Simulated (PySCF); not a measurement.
## C (carbon, neutral) across methods

[He] 2s2 2p2, high-spin 3P determinant. All numbers are calculated (PySCF 2.14, the spin-free X2C one-electron Hamiltonian (Gaussian nucleus), in dyall-av3z (15s9p3d2f, 71 functions)).

```json
{"method": "MN15", "E (hartree)": "-37.8677", "mean ε 2s α (eV)": "-16.979", "mean ε 2s β (eV)": "-14.093", "mean ε 2p α (eV)": "-8.174", "Σ⟨r²⟩ (bohr²)": "14.14", "⟨S²⟩": "2.002"}
{"method": "PBE0", "E (hartree)": "-37.8227", "mean ε 2s α (eV)": "-16.612", "mean ε 2s β (eV)": "-13.246", "mean ε 2p α (eV)": "-7.647", "Σ⟨r²⟩ (bohr²)": "13.99", "⟨S²⟩": "2.004"}
{"method": "r2SCAN", "E (hartree)": "-37.8502", "mean ε 2s α (eV)": "-15.226", "mean ε 2s β (eV)": "-11.929", "mean ε 2p α (eV)": "-6.571", "Σ⟨r²⟩ (bohr²)": "13.92", "⟨S²⟩": "2.007"}
{"method": "B3LYP", "E (hartree)": "-37.8771", "mean ε 2s α (eV)": "-16.067", "mean ε 2s β (eV)": "-13.098", "mean ε 2p α (eV)": "-7.328", "Σ⟨r²⟩ (bohr²)": "14.03", "⟨S²⟩": "2.004"}
{"method": "UHF", "E (hartree)": "-37.70863", "mean ε 2s α (eV)": "-22.577", "mean ε 2s β (eV)": "-15.890", "mean ε 2p α (eV)": "-11.943", "Σ⟨r²⟩ (bohr²)": "13.75", "⟨S²⟩": "2.010"}
{"method": "PBE", "E (hartree)": "-37.8141", "mean ε 2s α (eV)": "-14.446", "mean ε 2s β (eV)": "-11.905", "mean ε 2p α (eV)": "-6.094", "Σ⟨r²⟩ (bohr²)": "14.21", "⟨S²⟩": "2.003"}
{"method": "BLYP", "E (hartree)": "-37.8649", "mean ε 2s α (eV)": "-14.181", "mean ε 2s β (eV)": "-11.876", "mean ε 2p α (eV)": "-5.933", "Σ⟨r²⟩ (bohr²)": "14.23", "⟨S²⟩": "2.003"}
{"method": "B97-3", "E (hartree)": "-37.8633", "mean ε 2s α (eV)": "-16.680", "mean ε 2s β (eV)": "-13.369", "mean ε 2p α (eV)": "-7.645", "Σ⟨r²⟩ (bohr²)": "13.85", "⟨S²⟩": "2.005"}
{"method": "LDA", "E (hartree)": "-37.4851", "mean ε 2s α (eV)": "-14.372", "mean ε 2s β (eV)": "-11.877", "mean ε 2p α (eV)": "-6.124", "Σ⟨r²⟩ (bohr²)": "14.28", "⟨S²⟩": "2.003"}
```
